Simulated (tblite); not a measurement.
C4H4NS2 (doublet state).
Numbering: `[CH3:1][S:2][c:3]1[cH:4][n:5][c:6][s:7]1` (hydrogens: H8, H9, H10 on C1; H11 on C4)
Bond orders are those of one Lewis drawing.

Computed with GFN2-xTB (tblite), gas phase: L-BFGS steps from a force-field or distance-geometry start until the largest atomic force falls under 0.01 eV/Å.

Step 2: E = -541.3370 eV
```
atom  x, y, z in Å  |  force x, y, z in eV/Å
C1      2.1904    0.0861    0.1858   -0.227   0.279   0.107
S2      0.7330    0.9498    0.9374    0.215   0.348   0.097
C3     -0.7210    0.1773    0.3445    0.442  -0.190   0.010
C4     -1.5149    0.4834   -0.7237   -0.054  -0.105  -0.044
N5     -2.5950   -0.3441   -0.8093    0.178   0.201  -0.023
C6     -2.6760   -1.2183    0.0991    0.113   0.262  -0.138
S7     -1.4226   -1.1828    1.2540    0.050   0.063  -0.126
H8      2.0607    0.1045   -0.8836    0.117   0.135  -0.302
H9      2.1629   -0.9347    0.5224    0.188  -0.306   0.229
H10     3.1209    0.6042    0.4947   -0.861  -0.290  -0.115
H11    -1.3330    1.2772   -1.4473   -0.161  -0.397   0.306
```

Step 3: E = -541.3829 eV
```
atom  x, y, z in Å  |  force x, y, z in eV/Å
C1      2.1769    0.0822    0.1832   -0.345   0.212   0.083
S2      0.7367    0.9640    0.9426    0.264   0.199  -0.018
C3     -0.6970    0.1748    0.3442   -0.139  -0.247  -0.165
C4     -1.5115    0.4765   -0.7162    0.104  -0.023  -0.018
N5     -2.5984   -0.3376   -0.8184    0.377   0.109   0.251
C6     -2.6757   -1.2110    0.0929    0.207   0.216   0.002
S7     -1.4170   -1.1799    1.2530   -0.061   0.012  -0.221
H8      2.0672    0.1107   -0.8889    0.010   0.060  -0.252
H9      2.1716   -0.9368    0.5288    0.054  -0.286   0.155
H10     3.0917    0.5950    0.4913   -0.405  -0.047   0.019
H11    -1.3391    1.2647   -1.4385   -0.067  -0.205   0.165
```

Step 4: E = -541.4039 eV
```
atom  x, y, z in Å  |  force x, y, z in eV/Å
C1      2.1611    0.0811    0.1821   -0.283  -0.009   0.001
S2      0.7433    0.9762    0.9454    0.062   0.022  -0.132
C3     -0.6854    0.1692    0.3403   -0.096  -0.166   0.029
C4     -1.5061    0.4716   -0.7105    0.141   0.111  -0.134
N5     -2.5941   -0.3307   -0.8210    0.270  -0.038   0.299
C6     -2.6722   -1.2042    0.0905    0.150   0.134   0.036
S7     -1.4144   -1.1780    1.2487   -0.029  -0.054  -0.144
H8      2.0714    0.1155   -0.8957   -0.070   0.000  -0.107
H9      2.1779   -0.9418    0.5351   -0.062  -0.105   0.042
H10     3.0679    0.5895    0.4901   -0.107   0.108   0.098
H11    -1.3439    1.2542   -1.4309    0.025  -0.003   0.013
```

**Question.** Estimate the geometry and energy of step 5. (The exact step hangs on the optimiser's Hessian estimate; all steps are aligned on step 4, rigid shifts and turns removed.)

**Answer.** E = -541.4108 eV, largest force 0.214 eV/Å
```
atom  x, y, z in Å  |  force x, y, z in eV/Å
C1      2.1512    0.0800    0.1815   -0.101  -0.057  -0.033
S2      0.7460    0.9806    0.9440   -0.061  -0.029  -0.141
C3     -0.6822    0.1648    0.3400   -0.050  -0.046   0.020
C4     -1.5020    0.4720   -0.7111    0.176   0.020   0.018
N5     -2.5885   -0.3282   -0.8181    0.155  -0.008   0.148
C6     -2.6690   -1.2008    0.0911    0.064   0.025   0.070
S7     -1.4137   -1.1784    1.2452    0.048  -0.090  -0.030
H8      2.0716    0.1171   -0.8995   -0.097  -0.029  -0.023
H9      2.1789   -0.9447    0.5378   -0.111  -0.022  -0.008
H10     3.0581    0.5895    0.4914   -0.100   0.099   0.085
H11    -1.3450    1.2508   -1.4283    0.076   0.136  -0.105
```

The energy changes by -0.0069 eV. The first-order estimate −F·Δx gives -0.0101 eV and the mean of the old and new forces, exact on a quadratic surface, -0.0069 eV. The step makes an angle of 44° with the force vector and moves no atom by more than 0.010 Å.

What follows is the cost of the whole relaxation. Hardware: an Arm Neoverse V2 with one thread, shared host with 96 logical CPUs at a one-minute load of 50. Cost: 0.3 s.
